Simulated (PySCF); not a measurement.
Computed IR spectrum (relative IR intensity) of a molecule C5H8O. Geometry optimised at PBE-D3(BJ)/def2-SVP. The values are those of a single conformer. Computed with PySCF with PBE-D3(BJ)/def2-SVP. Frequencies are harmonic and unscaled.

ν (cm⁻¹): 543 (w), 678 (vw), 792 (m), 904 (m), 936 (w), 991 (w), 1008 (m), 1134 (m), 1206 (s), 1217 (s), 1260 (vw), 1289 (w), 1338 (m), 1364 (w), 1376 (w), 1419 (m), 1681 (vs), 2887 (m), 2919 (m), 3052 (w), 3083 (vw), 3095 (w), 3191 (vw) (against the strongest line: vs over 80 %, s over 45 %, m over 15 %, w over 4 %, vw less)

Question: Which molecule gave these data?
A. C=CC(=C)OC
B. C[C@@H]1C[C@H]1C=O
C. C=CCOC=C
D. O=C1CCCC1

Answer: C, C=CCOC=C
